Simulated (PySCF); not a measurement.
Species: C2H8AlBi.
Structure used (PBE0-D3(BJ)/def2-SVP), in Å, numbered top down from 1:
```
atom  x, y, z in Å
C1     1.9879    0.5150    0.9584
C2     1.4881    0.3107   -0.2724
Al3    0.4547   -1.2986   -0.7119
Bi4   -2.0666    0.1165    0.1369
H5     2.5677    1.4080    1.2280
H6     1.8470   -0.2130    1.7684
H7     1.6859    1.0996   -1.0134
H8     0.3443   -2.4174    0.4227
H9     0.0091   -1.6066   -2.2120
H10   -3.7916   -0.3410    0.1084
H11   -2.3730    1.7536   -0.4925
H12   -2.1136    0.6451    1.8351
```

Computed, not measured: PySCF, PBE0-D3(BJ)/def2-SVP geometry optimisation, gas phase, def2 core potentials past Kr.

Question: Which atoms are bound to Al3, and at what distances?

Answer: 4 atoms: H9 1.595 Å, H8 1.597 Å, C2 1.962 Å, Bi4 3.013 Å. The nearest atom not counted as bound is H7, at 2.71 Å.

Question: List the angles at Al3.

Answer: 
```tsv
angle	degrees	distance of the outer atoms (Å)
C2–Al3–H9	121.1	3.10
H8–Al3–H9	120.9	2.78
C2–Al3–H8	116.9	3.04
Bi4–Al3–H9	97.0	3.58
Bi4–Al3–H8	94.1	3.51
C2–Al3–Bi4	89.6	3.58
```

Question: Describe the arrangement about Al3 in numbers.

Answer: Angles from 89.6° to 121.1°; τ4 = (360° − α − β)/141° = 0.84 with α and β the two widest (0 for a square, 1 for a tetrahedron).

Question: Which atoms are bound to Bi4, and at what distances?

Answer: 4 atoms: H12 1.779 Å, H11 1.780 Å, H10 1.785 Å, Al3 3.013 Å. The nearest atom not counted as bound is H8, at 3.51 Å.

Question: List the angles at Bi4.

Answer: 
| angle | degrees | distance of the outer atoms (Å) |
| --- | --- | --- |
| Al3–Bi4–H10 | 133.1 | 4.43 |
| Al3–Bi4–H11 | 118.4 | 4.17 |
| Al3–Bi4–H12 | 115.5 | 4.11 |
| H10–Bi4–H12 | 93.8 | 2.60 |
| H10–Bi4–H11 | 93.7 | 2.60 |
| H11–Bi4–H12 | 93.4 | 2.59 |

Question: Describe the arrangement about Bi4 in numbers.

Answer: Angles from 93.4° to 133.1°; τ4 = (360° − α − β)/141° = 0.77 with α and β the two widest (0 for a square, 1 for a tetrahedron).

Question: What are the other bond lengths?

Answer: C1=C2 1.344 Å; C1–H5 1.098 Å; C1–H6 1.098 Å; C2–H7 1.100 Å.

Question: Give some angles away from the centre.

Answer: C1–C2–Al3 121.7°.

Question: What are the rotational constants (commonest isotopes, rigid rotor)?

Answer: A = 4891, B = 1020, C = 893.0 MHz: a near-prolate asymmetric top.

Point group: C1 (no symmetry element, even within 0.4 Å). Charge 0, singlet. Not checked by PBE0-D3(BJ)/def2-SVP frequencies.

One conformer stands for the species.
